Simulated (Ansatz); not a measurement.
The same path of a periodic cell of 17 atoms, Si (host Si, host structure diamond, interstitial Si) was run twice with different band settings. Lost on the way: Si15–Si17. Made: Si6–Si17.

All numbers below come from Ansatz, DFT LDA, scalar-relativistic, plane waves, PAW. Settings: PAW set soft_1, cutoff 420 eV, k mesh 2x2x2, gaussian smearing 0.02 eV, no spin polarisation.

Relaxed end points:

```xyz
17
Lattice="0.0000 5.4300 5.4300 5.4300 0.0000 5.4300 5.4300 5.4300 0.0000" Properties=species:S:1:pos:R:3
Si -0.006 0.001 -0.007
Si 1.357 1.320 1.355
Si 2.735 2.689 -0.023
Si 4.105 4.068 1.355
Si 2.719 0.001 2.718
Si 4.072 1.354 4.071
Si 5.424 2.706 2.718
Si 6.787 4.068 4.037
Si -0.022 2.689 2.734
Si 1.356 4.068 4.104
Si 2.734 5.446 2.733
Si 4.071 6.782 4.070
Si 2.719 2.706 5.423
Si 4.039 4.068 6.785
Si 5.409 5.446 5.407
Si 6.787 6.816 6.785
Si 6.786 4.067 6.785
```

```xyz
17
Lattice="0.0000 5.4300 5.4300 5.4300 0.0000 5.4300 5.4300 5.4300 0.0000" Properties=species:S:1:pos:R:3
Si 0.002 -0.002 -0.008
Si 1.336 1.335 1.332
Si 2.715 2.715 -0.038
Si 4.095 4.094 1.332
Si 2.714 -0.035 2.711
Si 4.093 1.337 4.088
Si 5.465 2.716 2.711
Si 6.783 4.077 4.075
Si -0.035 2.713 2.711
Si 1.340 4.090 4.087
Si 2.717 5.465 2.711
Si 4.077 6.783 4.074
Si 2.716 2.714 5.461
Si 4.076 4.075 6.781
Si 5.430 5.430 5.429
Si 6.785 6.784 6.781
Si 8.147 2.713 8.136
```

Common settings: climbing image yes; end points relaxed.

| run | movable images | spring | optimiser | start path | force threshold | iteration limit |
| --- | --- | --- | --- | --- | --- | --- |
| 1 | 5 | 10.0 eV/Å² | lbfgs | IDPP | 0.05 eV/Å | 52 |
| 2 | 3 | 5.0 eV/Å² | quadratic models (default) | default | 0.4 eV/Å | 50 |

Q: What does each run give, and how far can it be trusted?

A: Run 1: converged after 24 iterations, highest image 0.312 eV above the first end. By the program's own check the climbing image is of a kind that is not told: the force calls were inconclusive, a negative curvature could not be distinguished from the path's own, the only one lies far off the path, or fixed occupations may fill a level only in part (lowest curvatures found: -0.02 and 0.82 eV/Å²).
Run 2: converged after 3 iterations, highest image 0.319 eV above the first end. The threshold of 0.4 eV/Å is loose, so the images may lie well off the minimum-energy path. The order of the stationary point at the top wasn't checked.
Limits of this set-up: coarse k mesh, PAW files made for another functional, a small cell, in which the defect meets its images.
